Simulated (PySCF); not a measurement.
**MoO3, singlet: data card**

These are results of PBE/[Mo def2-TZVP with ECP28, O def2-TZVP], scalar-relativistic core potentials, density fitting, no spin–orbit coupling, PySCF, not measurements.

The structure is a saddle point with 1 imaginary mode.

Z-matrix (Å, degrees; charge 0 multiplicity 1):
```
Mo
O  1 1.7231
O  1 1.7231 2 120.00
O  1 1.7231 2 120.00 3 180.00
```

```
Point group                                                                   : D3h
Bond lengths                                                                  : Mo–O 1.723 Å (×3)
Bond angles                                                                   : O–Mo–O 120.0° (×3)
Principal quadrupole moments (Buckingham, traceless) about the centre of mass : -6.43, -6.43, 12.87 D Å
Principal polarisabilities                                                    : 28.4, 50.1, 50.1 bohr³
Lowest empty level                                                            : -6.10 eV
Highest occupied level                                                        : -7.81 eV
Atomisation energy without zero-point energy                                  : 1885 kJ/mol
Zero-point energy (real modes)                                                : 20.7 kJ/mol
Dipole moment                                                                 : 0.00 D
Rotational constants                                                          : 0.2366, 0.2366, 0.1183 cm⁻¹
```

Harmonic modes (masses in u: Mo 97.905, O 15.995):
```json
{"symmetry": "a2''", "ω (cm⁻¹)": "222i", "IR (km/mol, summed over degenerate members)": "–", "μ (u)": "22.07", "type": "bend"}
{"symmetry": "e'", "ω (cm⁻¹)": "302", "IR (km/mol, summed over degenerate members)": "1.0", "μ (u)": "17.54", "type": "bend"}
{"symmetry": "a1'", "ω (cm⁻¹)": "948", "IR (km/mol, summed over degenerate members)": "0.0", "μ (u)": "15.99", "type": "stretch"}
{"symmetry": "e'", "ω (cm⁻¹)": "952", "IR (km/mol, summed over degenerate members)": "470", "μ (u)": "19.68", "type": "stretch"}
```

In D3h the vibrations span a2'' + 2e' + a1'. The a1' mode carries no infrared intensity, as symmetry demands.

Charges (e):
```json
{"atom": "Mo1", "Mulliken": "1.59", "Löwdin": "0.81", "polar tensor": "2.28", "Mayer order to Mo1": "–"}
{"atom": "O2,3,4", "Mulliken": "-0.53", "Löwdin": "-0.27", "polar tensor": "-0.76", "Mayer order to Mo1": "1.86"}
```

Mulliken populations on Mo1 (electrons outside its core potential): s 2.07, p 6.28, d 3.99, f 0.08.

Outer orbital energies (eV). occupied: -10.95, -10.34, -10.34, -10.06, -8.61, -7.81, -7.81, -7.81; empty: -6.10, -3.98, -3.98, -0.47.

Only a few start shapes were tried, so a lower isomer may exist. At this level a singlet minimum of C3v symmetry lies 45 kJ/mol below this structure.

The final relaxation and frequency run took of the order of 50 core-seconds on a shared host.
